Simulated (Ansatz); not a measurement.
The cluster Cu2O2⁻. Charge -1, multiplicity 4. Geometry PBE0-D4/def2-SVPD.

```xyz
4

Cu    0.5614   -0.0288    0.3688
Cu   -1.7052   -0.0008   -1.1751
O    -0.8242    1.0219    0.0674
O     1.9680   -0.9923    0.7389
```

LC-ωPBE has ω = 0.4 bohr⁻¹. At r2SCAN-D4/def2-TZVPD the highest occupied level of the charge -1 quartet lies above zero (up to 0.13 eV). The electron is either unbound and held by the finite basis, or the level is raised by self-interaction error. At PBE0-D4/def2-TZVPD a doublet of charge -1 lies 0.59 eV below the quartet, each at its own geometry. The structure comes from a short search, and lower isomers may exist.

**Question.** Estimate the α-spin orbital energies around the gap (eV) in Ansatz with HF/def2-TZVPD, r2SCAN-D4/def2-TZVPD, PBE0-D4/def2-TZVPD, BHLYP-D4/def2-TZVPD, LC-ωPBE/def2-TZVPD.

**Answer.** 
```tsv
orbital	HF/def2-TZVPD	r2SCAN-D4/def2-TZVPD	PBE0-D4/def2-TZVPD	BHLYP-D4/def2-TZVPD	LC-ωPBE/def2-TZVPD
HOMO−9	-9.83	-3.48	-5.09	-6.69	-7.61
HOMO−8	-9.24	-2.79	-4.37	-5.94	-6.88
HOMO−7	-9.19	-2.37	-3.81	-5.54	-6.44
HOMO−6	-9.12	-2.32	-3.73	-5.53	-6.42
HOMO−5	-8.95	-2.01	-3.67	-5.43	-6.37
HOMO−4	-8.51	-2.01	-3.64	-5.18	-6.28
HOMO−3	-7.58	-1.65	-3.24	-4.78	-5.75
HOMO−2	-7.51	-1.61	-3.02	-4.53	-5.73
HOMO−1	-6.58	-1.48	-2.78	-4.20	-5.39
HOMO	-1.54	0.13	-0.22	-0.66	-2.42
LUMO	4.62	3.09	3.39	3.85	4.66
LUMO+1	4.68	3.15	3.40	3.87	4.68
LUMO+2	4.77	3.42	3.55	3.98	4.79
LUMO+3	5.53	4.09	4.13	4.60	5.33
LUMO+4	5.56	4.47	4.48	4.83	5.52
LUMO+5	5.87	4.55	4.60	5.00	5.85
β HOMO	-5.04	-1.11	-2.13	-3.49	-4.75
β LUMO	4.61	-0.12	0.76	2.18	2.98
```
